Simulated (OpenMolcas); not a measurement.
Ionisation energies of tellurium

```
Program             : OpenMolcas
Basis               : ANO-R2 [7s6p4d2f1g]
Scalar Hamiltonian  : X2C, finite nucleus
Spin-orbit coupling : state interaction with AMFI integrals over the reference wave functions, term energies averaged over their components
```

Active shells in each charge state: the valence s, p shells, with orbitals averaged over the low states. Where CASPT2's correlated closed shells are named, they are those of the first ion.

A. CASSCF
B. SS-CASPT2, IPEA 0.25 Eh, imaginary shift 0.1 Eh (closed shells correlated: 4s 4p 4d)

Energies in eV between the lowest computed levels (charge -1 gives the electron affinity), named as in B; reference values from the NIST Atomic Spectra Database with their kind.

```
               From                   To       A       B  Spin-orbit share in B             Reference
Te- 5s2 5p5 2P* 3/2       Te 5s2 5p4 3P2   0.805   1.429                 -0.111                      
     Te 5s2 5p4 3P2  Te+ 5s2 5p3 4S* 3/2   7.782   8.630                 +0.203      9.010 (measured)
Te+ 5s2 5p3 4S* 3/2     Te2+ 5s2 5p2 3P0  17.486  18.294                 -0.689     18.600 (measured)
   Te2+ 5s2 5p2 3P0  Te3+ 5s2 5p 2P* 1/2  26.853  27.745                 +0.113     27.840 (measured)
Te3+ 5s2 5p 2P* 1/2         Te4+ 5s2 1S0  36.469  37.553                 +0.681     37.416 (measured)
       Te4+ 5s2 1S0       Te5+ 5s 2S 1/2  57.117  58.210                 +0.000     59.300 (measured)
     Te5+ 5s 2S 1/2        Te6+ 4d10 1S0  68.871  70.472                 +0.000  69.100 (theoretical)
```

Error against the reference values, in %:

```csv
From,Reference,A,B
Te,measured,-13.6,-4.2
Te+,measured,-6.0,-1.6
Te2+,measured,-3.5,-0.3
Te3+,measured,-2.5,+0.4
Te4+,measured,-3.7,-1.8
Te5+,theoretical,-0.3,+2.0
```

Mean absolute error over the 5 measured values: A 1.29 eV, B 0.40 eV. B lies closest.

No diffuse functions were added, so the electron affinity comes out too small, and without dynamic correlation a bound anion can come out unbound.

* marks odd parity.
